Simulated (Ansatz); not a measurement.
BrHSn (SMILES [Br][SnH]) moved off its minimum; all values from Ansatz (a first-principles code), cores frozen in correlated methods. Elements past Kr take the def2 small-core potentials, without spin–orbit coupling.
(charge 0, multiplicity 1)
```xyz
3

Sn    -0.57389    -0.47110     0.72001
H     -1.75753    -1.06864    -0.51324
Br     0.91030     0.72022    -1.02025
```

Task: Give the forces (eV/Å), the total energy and the dipole at CCSD(T)/def2-TZVPPD.

Result: 
```tsv
atom	Fx	Fy	Fz
Sn1	0.005	0.056	-0.391
H2	0.200	0.105	0.176
Br3	-0.206	-0.161	0.215
```
Energy -2786.6778 hartree, dipole 2.90 D.
